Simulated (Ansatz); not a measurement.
The cluster Mg₃O₄⁻. Total charge -1; doublet. Geometry PBE0-D4/def2-SVPD.

```xyz
7

Mg    0.2567   -1.1985   -1.1416
Mg    0.1624    0.1366    1.3880
Mg   -0.7568    1.7845   -0.7662
O    -0.4150    0.3523   -1.8965
O    -0.0966   -1.7067    0.7723
O    -0.4888    1.8246    1.0897
O     1.3381   -1.1927    0.5543
```

The structure holds one bond between oxygen atoms, so isomers without such links may lie far lower. At PBE-D4/def2-TZVPD, BLYP-D4/def2-TZVPD, r2SCAN-D4/def2-TZVPD, B97M-V/def2-TZVPD and others the highest occupied level of the charge -1 doublet lies above zero (up to 0.73 eV). The electron is either unbound and held by the finite basis, or the level is raised by self-interaction error. Another isomer (doublet) lies 0.08 eV lower at PBE0-D4/def2-TZVPD; other spin states weren't run for this one.

Problem. Estimate the α-spin orbital energies around the gap (eV) in Ansatz with PBE-D4/def2-TZVPD, BLYP-D4/def2-TZVPD, r2SCAN-D4/def2-TZVPD, B97M-V/def2-TZVPD, PBE0-D4/def2-TZVPD.

Solution. 
```json
{"orbital": "HOMO−5", "PBE-D4/def2-TZVPD": "-1.73", "BLYP-D4/def2-TZVPD": "-1.63", "r2SCAN-D4/def2-TZVPD": "-2.05", "B97M-V/def2-TZVPD": "-2.12", "PBE0-D4/def2-TZVPD": "-3.37"}
{"orbital": "HOMO−4", "PBE-D4/def2-TZVPD": "-1.67", "BLYP-D4/def2-TZVPD": "-1.55", "r2SCAN-D4/def2-TZVPD": "-1.94", "B97M-V/def2-TZVPD": "-1.93", "PBE0-D4/def2-TZVPD": "-3.16"}
{"orbital": "HOMO−3", "PBE-D4/def2-TZVPD": "-1.23", "BLYP-D4/def2-TZVPD": "-1.11", "r2SCAN-D4/def2-TZVPD": "-1.49", "B97M-V/def2-TZVPD": "-1.50", "PBE0-D4/def2-TZVPD": "-2.72"}
{"orbital": "HOMO−2", "PBE-D4/def2-TZVPD": "-1.23", "BLYP-D4/def2-TZVPD": "-1.11", "r2SCAN-D4/def2-TZVPD": "-1.44", "B97M-V/def2-TZVPD": "-1.49", "PBE0-D4/def2-TZVPD": "-2.60"}
{"orbital": "HOMO−1", "PBE-D4/def2-TZVPD": "-1.04", "BLYP-D4/def2-TZVPD": "-0.95", "r2SCAN-D4/def2-TZVPD": "-1.32", "B97M-V/def2-TZVPD": "-1.36", "PBE0-D4/def2-TZVPD": "-2.49"}
{"orbital": "HOMO", "PBE-D4/def2-TZVPD": "0.58", "BLYP-D4/def2-TZVPD": "0.73", "r2SCAN-D4/def2-TZVPD": "0.59", "B97M-V/def2-TZVPD": "0.65", "PBE0-D4/def2-TZVPD": "0.30"}
{"orbital": "LUMO", "PBE-D4/def2-TZVPD": "1.13", "BLYP-D4/def2-TZVPD": "1.30", "r2SCAN-D4/def2-TZVPD": "1.14", "B97M-V/def2-TZVPD": "1.21", "PBE0-D4/def2-TZVPD": "1.49"}
{"orbital": "LUMO+1", "PBE-D4/def2-TZVPD": "1.61", "BLYP-D4/def2-TZVPD": "1.71", "r2SCAN-D4/def2-TZVPD": "1.84", "B97M-V/def2-TZVPD": "1.51", "PBE0-D4/def2-TZVPD": "2.09"}
{"orbital": "LUMO+2", "PBE-D4/def2-TZVPD": "2.28", "BLYP-D4/def2-TZVPD": "2.40", "r2SCAN-D4/def2-TZVPD": "2.58", "B97M-V/def2-TZVPD": "2.24", "PBE0-D4/def2-TZVPD": "2.84"}
{"orbital": "LUMO+3", "PBE-D4/def2-TZVPD": "2.80", "BLYP-D4/def2-TZVPD": "2.94", "r2SCAN-D4/def2-TZVPD": "3.07", "B97M-V/def2-TZVPD": "2.68", "PBE0-D4/def2-TZVPD": "3.22"}
{"orbital": "LUMO+4", "PBE-D4/def2-TZVPD": "2.94", "BLYP-D4/def2-TZVPD": "3.05", "r2SCAN-D4/def2-TZVPD": "3.36", "B97M-V/def2-TZVPD": "2.76", "PBE0-D4/def2-TZVPD": "3.26"}
{"orbital": "LUMO+5", "PBE-D4/def2-TZVPD": "2.96", "BLYP-D4/def2-TZVPD": "3.09", "r2SCAN-D4/def2-TZVPD": "3.42", "B97M-V/def2-TZVPD": "2.80", "PBE0-D4/def2-TZVPD": "3.29"}
{"orbital": "β HOMO", "PBE-D4/def2-TZVPD": "-1.04", "BLYP-D4/def2-TZVPD": "-0.94", "r2SCAN-D4/def2-TZVPD": "-1.34", "B97M-V/def2-TZVPD": "-1.37", "PBE0-D4/def2-TZVPD": "-2.52"}
{"orbital": "β LUMO", "PBE-D4/def2-TZVPD": "1.23", "BLYP-D4/def2-TZVPD": "1.24", "r2SCAN-D4/def2-TZVPD": "1.54", "B97M-V/def2-TZVPD": "1.04", "PBE0-D4/def2-TZVPD": "1.85"}
```
